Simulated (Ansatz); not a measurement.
The cluster Si6H3⁺, relaxed as a singlet with RKS PBE0-D4/def2-SVP in Ansatz, starting from the GFN1-xTB geometry. Force threshold 0.02 eV/Å.

The restricted singlet is unstable towards broken spin symmetry in Hartree–Fock (as tested in another run); at PBE0-D4/def2-SVP this wasn't settled. Another isomer (singlet) lies 2.06 eV lower at PBE0-D4/def2-TZVP; other spin states weren't run for this one.

Start:

```xyz
9

Si    0.238   -0.520   -0.822
Si    2.496   -0.048   -1.338
Si   -0.495    1.176    0.979
Si   -2.039   -0.526    0.542
Si   -1.899   -1.032   -1.728
Si    1.814    0.852    0.738
H     3.284   -1.250   -0.899
H    -0.946    2.572    0.736
H    -2.452   -1.223    1.793
```

Problem. Estimate the energy that the relaxation releases and the steps that it takes.

Solution. 0.55 eV, in 13 steps; 21 s on 4 threads of Arm Neoverse V2 on a shared host. No frequencies were taken in this run, so the end may be a saddle point.

Problem. Does the start keep its bonding?

Solution. By distances, no bond broke or formed. The bond that changes most is Si1–Si3, from 2.58 to 2.37 Å (atoms count from 1).

Problem. Predict the relaxed structure.

Solution. 
Cartesian coordinates in Å:
```
Si 0.2941 -0.3892 -0.9795
Si 2.5042 -0.0440 -1.0092
Si -0.5653 1.1502 0.6085
Si -1.9095 -0.6647 0.7375
Si -1.9468 -0.8005 -1.5275
Si 1.7113 0.5993 1.0106
H 3.4539 -1.1732 -1.2316
H -0.9379 2.5827 0.4774
H -2.6040 -1.2606 1.9139
```
Bond lengths: 8 × Si–Si 2.24 to 2.64 Å; 3 × H–Si 1.49 Å.
